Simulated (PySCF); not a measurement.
**Radial density of Cs (caesium, neutral)**

revPBE, [Xe] 6s1, 2S determinant. Calculation: PySCF 2.14, in def2-QZVPPD with the def2 core potential (46 electrons) (6s5p4d3f, 62 functions); scalar relativity through the core potential. This is the valence pseudo-density: the core potential removes the inner electrons and smooths the orbitals near the nucleus.

```csv
r (bohr),4πr²ρ (e/bohr),4πr²(ρα − ρβ)
0.187,1.138e-05,0.0000
0.314,0.0001283,0.0000
0.529,0.008547,0.0002
0.890,0.6771,0.0101
1.50,5.022,0.0233
2.52,2.684,0.0236
4.23,0.3551,0.2084
7.12,0.1223,0.1216
12.0,0.006152,0.0062
20.1,4.218e-05,0.0000
```

Energies and moments cover only the electrons outside the core potential. Spin-orbit coupling, which splits the p, d and f shells strongly at this Z, is absent.
